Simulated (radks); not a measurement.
Spherical jellium clusters: N electrons in a uniform positive sphere of charge N and radius rs N^(1/3), rs = 4.25 bohr. Calculated with a radial shooting solver with Libxc functionals: non-relativistic Kohn-Sham, PBEsol, spin-polarised, spherical densities. Levels are named by radial order and angular momentum (1s, 1p, 1d, 2s, ...), and open shells are averaged over m.

N = 18, configuration 1s2 1p6 1d10. This is the lowest configuration that the search found. Occupied and some empty levels:

level  occupation  eigenvalue (eV)  <r> (bohr)
1s              2          -4.6597       6.661
1p              6          -3.8682       8.158
1d             10          -2.9329       9.140
2s              0          -2.6406       7.549
1f              0          -1.8630       9.993
2p              0          -1.3820       9.311

Energy (eV): total -33.6670, kinetic 27.847, external -939.43, Hartree 465.44, exchange-correlation -62.452, background 474.93.

Electron density:

r (bohr)  n(r) (e/bohr^3)
0.355            0.001598
1.69             0.001770
3.03             0.002195
4.37             0.002841
5.71             0.003507
7.05             0.003823
8.38             0.003418
9.72             0.002312
11.1             0.001114
12.4            0.0003903
13.7            0.0001131
15.1           0.00003045
16.4            8.004e-06
17.8            2.031e-06
